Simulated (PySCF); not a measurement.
Compound: perfluoropropane, C₃F₈.
Geometry (PBE0-D3(BJ)/def2-SVP, Å), atoms numbered from 1 in this order:
```
atom  x, y, z in Å
F1     1.2318    0.7257   -1.4118
C2     1.2717   -0.1045   -0.3808
F3     1.8426    0.5073    0.6445
F4     1.9931   -1.1646   -0.7064
C5    -0.1537   -0.5678   -0.0050
F6    -0.0539   -1.4010    1.0355
F7    -0.6647   -1.2219   -1.0521
C8    -1.1387    0.5594    0.3789
F9    -1.3085    1.3899   -0.6381
F10   -2.3048    0.0197    0.6943
F11   -0.6799    1.2370    1.4203
```

Level of theory: TDDFT CAM-B3LYP/def2-SVPD, vertical, gas phase, core orbitals frozen in the response in PySCF.

Transition dipole moments from the ground state, in atomic units and in the frame of the coordinates above (overall signs are arbitrary), for the states with f of 0.002 or more among the lowest 10:

| state | E (eV) | μx | μy | μz |
| --- | --- | --- | --- | --- |
| S2 | 10.477 | 0.353 | -0.097 | -0.112 |
| S4 | 11.876 | 0.051 | 0.185 | 0.001 |
| S5 | 12.071 | -0.036 | 0.014 | -0.142 |
| S6 | 12.151 | 0.126 | 0.454 | 0.003 |
| S7 | 12.339 | 0.025 | 0.098 | 0.003 |
| S9 | 12.367 | 0.614 | -0.169 | -0.196 |
| S10 | 12.487 | 0.050 | -0.015 | 0.140 |

(1) Work out the oscillator strengths.

(2) Label these states by symmetry in C2v.

(3) Which bond between heavy atoms lies closest to the direction of the S9 transition dipole?

(4) What angle do the transition dipoles of S2 and S4 make?

(5) What peak molar absorption coefficient would the strongest computed level give as a lone Gaussian band 0.5 eV wide at half height?

Answers

(1) f = (2/3) ΔE |μ|² with ΔE in hartree (27.2114 eV).

```json
{"state": "S2", "|μ|² (au)": "0.146", "|μ| (D)": "0.97", "f": "0.038"}
{"state": "S4", "|μ|² (au)": "0.037", "|μ| (D)": "0.49", "f": "0.011"}
{"state": "S5", "|μ|² (au)": "0.022", "|μ| (D)": "0.37", "f": "0.006"}
{"state": "S6", "|μ|² (au)": "0.222", "|μ| (D)": "1.20", "f": "0.066"}
{"state": "S7", "|μ|² (au)": "0.010", "|μ| (D)": "0.26", "f": "0.003"}
{"state": "S9", "|μ|² (au)": "0.444", "|μ| (D)": "1.69", "f": "0.135"}
{"state": "S10", "|μ|² (au)": "0.022", "|μ| (D)": "0.38", "f": "0.007"}
```

(2) Polarised along the twofold axis, so A1: S4, S6 and S7. Polarised across the twofold axis, so B1 or B2: S2, S5, S9 and S10. Which of B1 and B2 hangs on the choice of axes; S2 and S9 take one label and S5 and S10 the other.

(3) C2–C5 and C5–C8, at 32° from it; next C8–F10 and C2–F4 at 39°.

(4) |cos θ| = |μa·μb| / (|μa| |μb|) = 0.00, so θ ≈ 90° (taken between 0 and 90°, since the signs are arbitrary).

(5) ε(max) = 2.175×10⁸ f / FWHM, with the width in cm⁻¹. S9: 2.175×10⁸ × 0.1347 / 4033 ≈ 7300 L mol⁻¹ cm⁻¹.

Hardware: INTEL XEON PLATINUM 8581C at 2.10 GHz, 2 threads, no GPU, shared host with 80 logical CPUs at a one-minute load of 19. Cost: 50 s wall, 1.8 min CPU, 1.4 GiB resident at most.

Without π bonds the low states may be Rydberg-like; a valence basis with one diffuse set may place them up to an eV too high.
